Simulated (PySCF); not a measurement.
[Tl(CH3)2]+: one run

[Tl(CH3)2]+ (singlet). PySCF 2.14.0, RKS PBE0, Tl def2-SVP with ECP60, C def2-SVP, H def2-SVP; non-relativistic Hamiltonian with scalar-relativistic core potentials where named; density fitting; no spin-orbit coupling. Purpose: finer grid at the relaxed geometry.

```python
mol = gto.M(atom='''
Tl     0.00000    -0.00000     0.79199
C      2.13950    -0.00000     0.78935
H      2.47923     0.00000    -0.25570
H      2.48216     0.90446     1.31077
H      2.48216    -0.90446     1.31077
C     -2.13950    -0.00000     0.78935
H     -2.47923     0.00000    -0.25570
H     -2.48216    -0.90446     1.31077
H     -2.48216     0.90446     1.31077''',
    basis={'Tl': 'def2-SVP', 'C': 'def2-SVP', 'H': 'def2-SVP'},
    ecp={'Tl': 'def2-SVP'},
    charge=1, spin=0)
mf = dft.RKS(mol, xc='PBE0')
mf.grids.atom_grid = (75, 302)
mf = mf.density_fit()  # fitting sets: Tl def2-universal-JKFIT, C def2-universal-JKFIT, H def2-universal-JKFIT
mf.conv_tol = 1e-09; mf.max_cycle = 55
mf.kernel(dm0)  # dm0: converged density of the relaxed state
mf.nuc_grad_method().kernel()
```

Run from Python with OMP_NUM_THREADS=2; the lines above give its settings. Where DIIS fails, smearing, a level shift and second-order steps follow.
It took 12 s on 2 threads of Intel(R) Xeon(R) Platinum 8259CL CPU @ 2.50GHz (Skylake/Cascade Lake), with other jobs on the host, with gradient, populations and further properties, from an already converged density.

(1) Where do the frontier levels lie, over both spins?

(2) What are the Mulliken charges and spins?

(3) What forces act on the atoms (eV/Å)?

Answers

(1) HOMO -13.41 eV, LUMO -6.42 eV. 

(2) 
```
atom  charge (e)  spin (e)
 Tl1       0.653     0.000
  C2      -0.255     0.000
  H3       0.143     0.000
  H4       0.143     0.000
  H5       0.143     0.000
  C6      -0.255     0.000
  H7       0.143     0.000
  H8       0.143     0.000
  H9       0.143     0.000
```

(3) 
```
Tl  0.00 0.00 0.00
C   0.00 0.00 0.00
H   0.00 0.00 0.00
H   0.00 0.00 0.00
H   0.00 0.00 0.00
C   0.00 0.00 0.00
H   0.00 0.00 0.00
H   0.00 0.00 0.00
H   0.00 0.00 0.00
```
Forces carry noise of the integration grid, about 0.01 to 0.03 eV/Å.
